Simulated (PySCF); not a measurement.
Computed IR spectrum (relative IR intensity) of a molecule C5H7F. The structure is a stationary point at ωB97X-D3(BJ)/def2-SVP. One conformer was computed; it need not be the lowest. All values below come from PySCF with ωB97X-D3(BJ)/def2-SVP. No scaling factor is applied to the harmonic values.

Lines under 2 % of the strongest are left out, and lines within 2 cm⁻¹ are merged.

```csv
ν (cm⁻¹),relative intensity
406,3.7
475,2.8
587,7.7
657,5.2
822,9.3
845,23
913,8.8
920,2.2
940,8.8
980,9.2
1056,2.0
1151,5.8
1210,22
1265,5.4
1278,31
1345,6.6
1355,3.5
1409,90
1465,2.1
1479,6.0
1497,5.4
1800,100
3060,39
3070,30
3097,19
3121,24
3133,12
3160,25
3253,2.9
```

Question: Pick the molecule that these values belong to.
A) C=CCC(=C)F
B) C=C(C)C(=C)F
C) FC1=CCCC1
D) C[C@@]1(F)C=CC1

Answer: C, FC1=CCCC1
